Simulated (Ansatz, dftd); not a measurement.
Species: C4H5N, charge 0, singlet. C4H5N (SMILES C(CC#N)=C).
B3LYP-D3(BJ)/def2-TZVP minimum from Ansatz (a quantum-chemistry and plane-wave program):
```
C
C 1 1.3237
H 2 1.0818 1 121.31
H 2 1.0839 3 116.92 1 -179.95
H 1 1.0845 2 120.50 3 -0.64
C 1 1.5080 5 115.79 2 -179.68
H 6 1.0919 1 110.55 5 -178.15
H 6 1.0950 7 107.17 1 120.20
C 6 1.4621 7 108.75 8 116.05
N 9 1.1496 8 149.92 6 178.33
```
Charge 0, spin multiplicity 1.

Property: atomisation energy (electronic, to ground-state atoms), in kcal/mol. Radicals and triplets start from unrestricted determinants; spin-orbit coupling is neglected. Cores are frozen in correlated methods. Rows without X2C or -DK are non-relativistic. CBS(X,Y): correlation extrapolated as X^-3, Hartree-Fock from the larger set. A bracket is a step between two methods taken in the basis named. Functionals run without relativity, which enters their misses. Double hybrids freeze cores in their MP2 part. '+ core + X2C': CCSD(T) terms for core correlation (cc-pwCVTZ) and scalar relativity (cc-pVTZ-DK). Where a partner has so few electrons that a lower coupled-cluster level is exact, that level stands in.

```csv
level,program,atomisation energy (kcal/mol),difference against the last row
PBE-D3(BJ)/def2-TZVPD,Ansatz + dftd3,1091.8,33.7
PBE-D4/def2-TZVPD,Ansatz + dftd4,1091.3,33.2
PBE/def2-TZVPD,Ansatz,1087.4,29.3
B3LYP/def2-TZVPD,Ansatz,1051.8,-6.3
PBE0-D3(BJ)/def2-TZVPD,Ansatz + dftd3,1065.3,7.2
r2SCANh/def2-TZVPD,Ansatz,1045.4,-12.7
CAM-B3LYP-D3(BJ)/def2-TZVPD,Ansatz + dftd3,1059.7,1.6
B2PLYP/def2-TZVPD,Ansatz,1047.6,-10.5
B2GP-PLYP-D4/def2-TZVPD,Ansatz + dftd4,1045.5,-12.6
MP2/cc-pVTZ,Ansatz,1049.9,-8.2
CCSD/cc-pVDZ,Ansatz,958.4,-99.7
CCSDT(Q)/cc-pVDZ,Ansatz,974.0,-84.1
"CCSD(T)/CBS(cc-pVTZ,cc-pVQZ) + [CCSDT(Q) - CCSD(T)]/cc-pVDZ + core + X2C",Ansatz,1058.1,0.0
```
